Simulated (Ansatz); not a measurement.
Consider the substitution at a C–C bond: `CC(Cl)C=O` + `CB(C)O` → `CB(C)OC=O` + `CCCl`.

Isolated molecules relaxed with PBE0-D4/def2-TZVP in Ansatz; ΔE leaves out vibrations. CCSD(T)/CBS is the MP2 limit (def2-TZVPP, def2-QZVPP) plus CCSD(T) − MP2 in def2-TZVPP, frozen cores. DFT in def2-TZVPP. B3LYP here is the variant with VWN-RPA as its local correlation; programs differ in this. HSE06 is defined as in plane-wave codes. One conformer a species, not always the lowest.

| level | ΔE (kJ/mol) | difference from CCSD(T)/CBS |
| --- | --- | --- |
| LDA (SPW92) | -18.1 | -7.5 |
| revPBE-D4 | -15.6 | -5.0 |
| r2SCAN-D4 | -20.5 | -9.9 |
| B97M-V | -19.4 | -8.8 |
| PBE0-D4 | -17.2 | -6.6 |
| B3LYP-D4 | -19.3 | -8.7 |
| r2SCANh-D4 | -20.3 | -9.7 |
| r2SCAN0-D4 | -20.1 | -9.5 |
| HSE06-D4 | -17.2 | -6.6 |
| BHLYP-D4 | -20.9 | -10.3 |
| CAM-B3LYP-D4 | -20.3 | -9.7 |
| ωB97X-V | -18.7 | -8.1 |
| ωB97M-V | -15.3 | -4.7 |
| B2PLYP | -17.6 | -7.0 |
| PBE-QIDH | -15.8 | -5.2 |
| PBE | -17.5 | -6.9 |
| revPBE | -17.9 | -7.3 |
| BLYP | -20.6 | -10.0 |
| r2SCAN | -20.5 | -9.9 |
| PBE0 | -17.8 | -7.2 |
| B3LYP | -20.7 | -10.1 |
| r2SCAN0 | -20.2 | -9.6 |
| HSE06 | -17.7 | -7.1 |
| BHLYP | -22.0 | -11.4 |
| CAM-B3LYP | -20.9 | -10.3 |
| LC-ωPBE | -18.0 | -7.4 |
| RPA@PBE/def2-TZVPP | -11.6 | -1.0 |
| HF/def2-SVP | -28.3 | -17.7 |
| MP2/def2-SVP | -10.7 | -0.1 |
| CCSD(T)/def2-SVP | -11.6 | -1.0 |
| HF/def2-TZVPP | -27.8 | -17.2 |
| MP2/def2-TZVPP | -10.0 | 0.6 |
| SCS-MP2/def2-TZVPP | -11.6 | -1.0 |
| CCSD/def2-TZVPP | -12.4 | -1.8 |
| CCSD(T)/def2-TZVPP | -11.7 | -1.1 |
| HF/def2-QZVPP | -28.2 | -17.6 |
| MP2/def2-QZVPP | -9.5 | 1.1 |
| SCS-MP2/def2-QZVPP | -11.0 | -0.4 |
| MP2/CBS(def2) | -8.9 | 1.7 |
| CCSD/CBS(def2) | -11.3 | -0.7 |
| CCSD(T)/CBS | -10.6 | 0 |

Largest T1 diagnostic among the species: 0.014.

Leaving LDA and LC-ωPBE aside and taking each functional with its dispersion term where it has one, the values spread over 5.6 kJ/mol, from BHLYP-D4 to ωB97M-V. In def2-TZVPP, CCSD(T) changes the Hartree–Fock value by +16.1 kJ/mol (the triples alone add +0.7 kJ/mol) and MP2 by +17.8 kJ/mol.

CCSD(T)/CBS has its own doubt, a few kJ/mol and more with outer-core shells, so smaller differences from it don't rank the levels.
